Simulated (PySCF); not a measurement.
`C[C@@H](C=O)[O][GeH2][AsH2]`, C₃H₉AsGeO₂

Cartesian coordinates in Å; atom numbers follow the order of the lines, from 1:
```xyz
16

C    -1.5342    1.6221   -0.5348
C    -0.5368    0.9705    0.4407
C    -1.2085   -0.2499    1.0006
O    -0.8689   -1.3725    0.7451
O     0.6722    0.7046   -0.1704
Ge    1.2368   -0.8412   -0.9235
As    1.8850   -2.4945    0.6808
H    -2.4505    1.9049   -0.0237
H    -1.7601    0.9217   -1.3359
H    -1.0704    2.5041   -0.9672
H    -0.3540    1.6678    1.2748
H    -2.0764   -0.0436    1.6519
H     2.3271   -0.1419   -1.7378
H     0.1754   -1.2368   -1.9601
H     2.2442   -1.4082    1.6510
H     3.3116   -2.4982    0.1971
```

Level of theory: PySCF 2.14.0, GIAO B97-2/pcSseg-1 magnetisability, rotational g tensor and spin-rotation constants, non-relativistic, gas phase. Geometry: GFN2-xTB.

The calculation is non-relativistic, which matters for the atoms heavier than Zn.

Q: How diamagnetic is it, and how anisotropic?

A: Isotropic -1557 × 10⁻³⁰ J/T², or -93.8 × 10⁻⁶ cm³/mol; principal values -1666, -1577, -1428 × 10⁻³⁰ J/T², anisotropy 208 × 10⁻³⁰ J/T² (root of half the summed squared differences of the principal values). The susceptibility is in cgs units.

Q: Split it along the inertial axes a, b, c into diamagnetic and paramagnetic parts about the centre of mass, with the quadrupole moment.

A: 
```tsv
axis	χ (10⁻⁶ cm³/mol)	diamagnetic (10⁻⁶ cm³/mol)	paramagnetic (10⁻⁶ cm³/mol)	summed x² of all electrons (Å²)	quadrupole Θ (D Å)
a	-93.4	-627.1	533.7	345.8	+8.92
b	-93.5	-1629.2	1535.6	109.6	-3.95
c	-94.3	-1932.0	1837.7	38.2	-4.97
```
Anisotropies 2χaa − χbb − χcc = +1.0 and 2χbb − χaa − χcc = +0.6 × 10⁻⁶ cm³/mol. Θ is traceless in Buckingham's convention.

Q: And the rotational g tensor?

A: 
```tsv
axis	rotational constant (GHz)	g	nuclear part	electronic part
a	2.2518	-0.0293	0.5353	-0.5646
b	0.7552	-0.0071	0.5377	-0.5448
c	0.6192	-0.0054	0.5292	-0.5346
```
Asymmetric top; isotopes 75As, 12C, 74Ge, 1H, 16O; no vibrational averaging.
